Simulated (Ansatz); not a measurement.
Stretching the Ga1–H2 bond in GaH3O2 (SMILES [OH][GaH][OH]) (multiplicity 1 held, fragments rigid). Energies count from the point at 1.547 Å.
Geometry at that point (charge 0, multiplicity 1):
```
atom    x (Å)    y (Å)    z (Å)
----  -------  -------  -------
Ga    -0.2440  -0.1775  -0.1512
H     -1.3542  -1.0163  -0.8271
O      0.0204   1.5378  -0.5766
H      0.7423   1.9403  -0.0819
O      0.9023  -0.7560   1.1056
H      0.7953  -1.6758   1.3651
```

Unrestricted levels (U-) break spin symmetry where that is lower. Active spaces are followed from a long bond inwards. Levels need not reach the same state.

Frozen-core correlation. Filled d and f shells under p-block atoms count as core.

The values were computed with Ansatz (Gaussian orbitals). Each number belongs to the level named beside it.

Energies in kcal/mol.

```tsv
R (Å)	U-wB97X-V/cc-pVTZ	U-SCS-MP2/cc-pVTZ	FIC-MRCISD on CASSCF(2,2)/cc-pVTZ	FIC-MRCISD+Q on CASSCF(2,2)/cc-pVTZ
1.238	26.6	29.8	30.0	29.9
1.392	5.1	6.3	6.5	6.4
1.547	0.0	0.0	0.0	0.0
1.702	3.8	3.0	2.6	2.7
1.856	12.2	10.8	9.9	10.1
2.088	28.3	26.3	24.2	24.6
2.320	45.4	49.3	38.9	39.5
2.707	69.9	72.0	59.0	60.0
3.094	80.4	79.6	71.6	73.0
3.558	84.5	82.4	78.8	80.4
4.177	85.8	83.3	81.7	83.4
4.950	86.0	83.5	82.4	84.2
```

Doubts at one or more of the structures used: a spin-contaminated determinant (U-wB97X-V/cc-pVTZ, U-SCS-MP2/cc-pVTZ).

Ansatz is a first-principles code.
